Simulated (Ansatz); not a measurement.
Geometry optimisation, RHF/def2-SVP in Ansatz.

Input file:

```yaml
crystal:
  periodic: [false, false, false]
  atoms:
    - { symbol: Ta, position_ang: [-0.052459, 0.27651, -0.015975] }
    - { symbol: O, position_ang: [1.890939, 0.455181, -0.062785] }
    - { symbol: H, position_ang: [2.457581, 0.207559, 0.658588] }
    - { symbol: F, position_ang: [0.225216, -0.411262, 1.722319] }
    - { symbol: Cl, position_ang: [-0.089748, 0.703398, -2.316174] }
    - { symbol: Cl, position_ang: [-1.017661, 2.227743, 0.672405] }
    - { symbol: Cl, position_ang: [-1.713811, -1.356811, -0.215605] }
    - { symbol: Si, position_ang: [1.416844, -2.907718, -1.385838] }
    - { symbol: H, position_ang: [0.992646, -4.007367, -0.494988] }
    - { symbol: H, position_ang: [0.5158, -2.793876, -2.54847] }
    - { symbol: H, position_ang: [2.813459, -3.111604, -1.82743] }
    - { symbol: H, position_ang: [1.387492, -1.642553, -0.630147] }
basis:
  gaussian: { orbitals: def2-SVP }
hamiltonian:
  xc: hf
relax:
  f_tol: 0.03
  max_steps: 50
output:
  orbitals: {}
```

Launched with:

```bash
$ ansatz run input.yaml --threads 4 --pin off --max-ram 5120MiB --backend cpu --events-out ev --progress --plain --runs-dir out
```

Problem. Where does it end, and by what steps?

Solution. The forces met the threshold. After 18 steps the energy has fallen by 0.414 eV; H11 moved furthest, 1.09 Å.

| step | energy less start (eV) | largest force component (eV/Å) | accepted |
| --- | --- | --- | --- |
| 0 | 0.0000 | 1.921 | yes |
| 1 | -0.1751 | 0.720 | yes |
| 2 | -0.2404 | 0.552 | yes |
| 3 | -0.2832 | 0.496 | yes |
| 4 | -0.3186 | 0.316 | yes |
| 5 | -0.3441 | 0.342 | yes |
| 6 | -0.3786 | 0.257 | yes |
| 7 | -0.4021 | 0.343 | yes |
| 8 | -0.4058 | 0.197 | yes |
| 9 | -0.4074 | 0.092 | yes |
| 10 | -0.4086 | 0.049 | yes |
| 11 | -0.4101 | 0.050 | yes |
| 12 | -0.4118 | 0.155 | yes |
| 13 | -0.4127 | 0.084 | yes |
| 14 | -0.4132 | 0.039 | yes |
| 15 | -0.4137 | 0.032 | yes |
| 16 | -0.4137 | 0.040 | yes |
| 17 | -0.4140 | 0.040 | yes |
| 18 | -0.4144 | 0.025 | yes |

```xyz
12
Properties=species:S:1:pos:R:3
Ta -0.294 0.833 0.204
O 1.539 0.702 0.051
H 2.308 0.409 0.521
F -0.172 0.220 1.984
Cl -0.540 1.586 -2.012
Cl -1.170 2.813 1.030
Cl -1.586 -1.042 -0.245
Si 1.745 -3.580 -1.599
H 1.126 -4.604 -0.727
H 0.799 -3.186 -2.666
H 2.984 -4.124 -2.203
H 2.088 -2.391 -0.780
```

Run time: 52 s on 4 threads of Arm Neoverse V2 (shared host), peak memory 0.52 GiB.
